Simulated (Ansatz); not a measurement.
These are frozen-core CCSD(T)/cc-pVTZ // B3LYP-D3(BJ)/def2-TZVP in Ansatz (a program for electronic structure) values and carry that method's errors.

Ansatz 0.2 input:
```yaml
crystal:
  periodic: [false, false, false]
  atoms:
    - { symbol: N, position_ang: [-1.159738, -0.842441, 0.25465] }
    - { symbol: Si, position_ang: [-0.157907, 0.493204, 0.010113] }
    - { symbol: N, position_ang: [1.429826, -0.003684, -0.272056] }
    - { symbol: F, position_ang: [-0.396066, 1.42585, 1.284936] }
    - { symbol: F, position_ang: [-0.519954, 1.437818, -1.22615] }
    - { symbol: H, position_ang: [-2.003922, -0.777715, 0.798775] }
    - { symbol: H, position_ang: [-1.163066, -1.626868, -0.37525] }
    - { symbol: H, position_ang: [2.073502, 0.558844, -0.8033] }
    - { symbol: H, position_ang: [1.894947, -0.663634, 0.328195] }
basis:
  gaussian: { orbitals: cc-pVTZ }
correlation:
  method: ccsd_t
```

Output:

```
Functional definition: HF
1240 factors; integrals over basis functions are off by at most 1.1e-3 eV
mean field evaluation 1: about -16305.9957 eV, gradient 5.1e1 eV
mean field evaluation 2: about -16306.1639 eV, gradient 5.1e1 eV
mean field evaluation 4: about -16310.5930 eV, gradient 2.8e0 eV
mean field evaluation 8: about -16310.6290 eV, gradient 2.3e-1 eV
mean field evaluation 16: about -16305.9953 eV, gradient 5.1e1 eV
mean field -16310.62914104 eV, -599.4045651919 hartree, gradient 2.2e-6 eV, S^2 0.000000; 0 other end points of the search recorded, 0 dependent functions left out
9 core orbitals not correlated
reference -16310.62914104 eV, -599.4045651919 hartree; 16, 16 occupied and 185, 185 virtual orbitals, 1240 factors
second order -28.40991528 eV of doubles, -0.00000000 eV of singles
cycle   1  -28.26504912 eV  change    1.4e-1 eV  update   9.3e-2
cycle   2  -28.77725890 eV  change   -5.1e-1 eV  update   2.6e-2
cycle   3  -28.89419743 eV  change   -1.2e-1 eV  update   1.2e-2
cycle   4  -28.87919167 eV  change    1.5e-2 eV  update   2.5e-3
cycle   5  -28.87816409 eV  change    1.0e-3 eV  update   9.6e-4
cycle   6  -28.87881126 eV  change   -6.5e-4 eV  update   2.8e-4
cycle   7  -28.87862238 eV  change    1.9e-4 eV  update   9.4e-5
cycle   8  -28.87856474 eV  change    5.8e-5 eV  update   2.8e-5
cycle   9  -28.87857105 eV  change   -6.3e-6 eV  update   1.1e-5
perturbative correction -0.93628945 eV, -0.0344080025 hartree
Total energy: -16340.44400154 eV, -600.5002411058 hartree
```

Cost: roughly 3 core-minutes.
